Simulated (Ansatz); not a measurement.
Consider the redistribution: `CC[Se]B(O)O` + `[CH3][In]([F])[F]` → `C[Se]B(O)O` + `C[CH2][In]([F])[F]`.

Isolated molecules relaxed with PBE0-D4/def2-TZVP in Ansatz; ΔE leaves out vibrations. CBS: MP2 limit from def2 TZ/QZ plus the TZ coupled-cluster correction, frozen cores. DFT in def2-TZVPP. Elements past krypton have def2 core potentials. For In, Se outer-core shells are correlated without core-valence functions, which leaves a few kJ/mol of doubt a bond. Scalar relativity is left out up to krypton. Each species was taken in one conformer, which may not be the lowest.

| level | ΔE (eV) |
| --- | --- |
| PBE-D4 | 0.15 |
| ωB97M-V | 0.18 |
| r2SCAN | 0.16 |
| PBE0 | 0.15 |
| SCS-MP2/def2-TZVPP | 0.17 |
| CCSD/def2-TZVPP | 0.18 |
| HF/def2-QZVPP | 0.15 |
| MP2/CBS(def2) | 0.18 |

Question: What does CCSD(T)/CBS give? (Best estimate.)

Answer: Ansatz gave: +0.17 eV. The listed levels differ from it by -0.02, 0.01, -0.01, -0.02, 0.00, 0.01, -0.02, 0.01 eV.

Largest T1 diagnostic among the species: 0.016.
